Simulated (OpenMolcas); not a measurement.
## Gd IV: from CASSCF to CASPT2

| Item | Value |
| --- | --- |
| Program | OpenMolcas |
| Basis | ANO-R2 [8s6p5d3f1g] |
| Scalar Hamiltonian | X2C, finite nucleus |
| Active space | 7 electrons in 7 orbitals (4f) |
| State averaging | 2S+1 = 8 odd, 1 root; 2S+1 = 6 odd, 48 roots (37 in the spin-orbit step); 2S+1 = 4 odd, 26 roots kept (CI in the orbitals of an earlier block); 2S+1 = 2 odd, 25 roots kept (CI in the orbitals of an earlier block, 0 in the spin-orbit step) |
| Spin-orbit coupling | RASSI with atomic mean-field integrals over the reference wave functions, term energies averaged over their components |

Methods on the same reference wave functions:
A. CASSCF
B. SS-CASPT2, IPEA 0.25 Eh, imaginary shift 0.1 Eh (closed shells correlated: 5s 5p)

Energies in cm-1 above 4f7 8S* 7/2.

```json
{"Level": "4f7 8S* 7/2", "A": "0.0", "B": "0.0"}
{"Level": "4f7 6P* 7/2", "A": "40134", "B": "35930"}
{"Level": "4f7 6P* 5/2", "A": "40508", "B": "36230"}
{"Level": "4f7 6P* 3/2", "A": "41442", "B": "37180"}
{"Level": "4f7 6I* 13/2", "A": "44881", "B": "42090"}
{"Level": "4f7 6I* 15/2", "A": "44881", "B": "42090"}
{"Level": "4f7 6I* 11/2", "A": "44881", "B": "42090"}
{"Level": "4f7 6I* 9/2", "A": "44881", "B": "42090"}
{"Level": "4f7 6I* 7/2", "A": "44881", "B": "42090"}
{"Level": "4f7 6I* 17/2", "A": "44881", "B": "42090"}
{"Level": "4f7 6D* 9/2", "A": "49773", "B": "45370"}
{"Level": "4f7 6D* 1/2", "A": "50156", "B": "45800"}
{"Level": "4f7 6D* 3/2", "A": "50561", "B": "46190"}
{"Level": "4f7 6D* 7/2", "A": "50662", "B": "46260"}
{"Level": "4f7 6D* 5/2", "A": "50837", "B": "46450"}
```

From A to B the spin-free energies of the other terms of 4f7 shown, above 8S*, scale by factors of 0.89 to 0.93, as is usual when dynamic correlation screens the repulsion within a d or f shell.

The lowest spin-free term lies below A's lowest term by 0.468 hartree in B.

CASPT2 does not keep the components of a term degenerate, so their means are used; among the terms shown or strongly mixed into the levels shown the widest spread is 46 cm-1 (4f7 6I*, B). Only 26 quartet roots enter the spin-orbit mixing, so the splitting and order within the octet and the sextets are unsound, and g values and χT are rough. Without dynamic correlation excited terms often stand tens of per cent too high (terms of higher spin than the ground term too low), and those without a measured partner can miss by more than the paired ones (holds for A). Levels of configurations outside the active space are missing. The table leaves out levels that lie high or whose names do not pair safely across all columns.

* marks odd parity.
